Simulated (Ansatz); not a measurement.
Wavefunction ladder for `Br[SiH]1[NH][AlH]1`

```xyz
7

Br   -2.348   -1.501    0.419
Si   -0.911    0.220    0.284
N     0.772   -0.203    0.439
Al    0.793    0.392   -1.241
H    -1.449    1.173    1.289
H     1.285   -0.612    1.206
H     1.857    0.532   -2.396
```

Total charge 0; spin multiplicity 1. Correlated methods include outer-core shells of Br, which these sets cover unevenly. Scalar relativity is left out up to krypton. All single points use the PBE0-D4/def2-TZVP geometry. Frozen core, restricted reference, the Gaussian-basis code of Ansatz.

```tsv
basis	HF (Eh)	MP2 corr.	CCSD corr.	(T)	CCSD(T) total
def2-SVP	-3158.98405	-0.55021	?	-0.01729	?
def2-TZVPP	-3159.56024	?	?	?	?
def2-QZVPP	-3159.62825	-1.02129	–	–	–
```

Fill in the withheld values. (Estimate.)

Ansatz gave: def2-SVP CCSD corr.: -0.57859; def2-SVP CCSD(T) total: -3159.57993; def2-TZVPP MP2 corr.: -0.67328; def2-TZVPP CCSD corr.: -0.70128; def2-TZVPP (T): -0.02913; def2-TZVPP CCSD(T) total: -3160.29065.
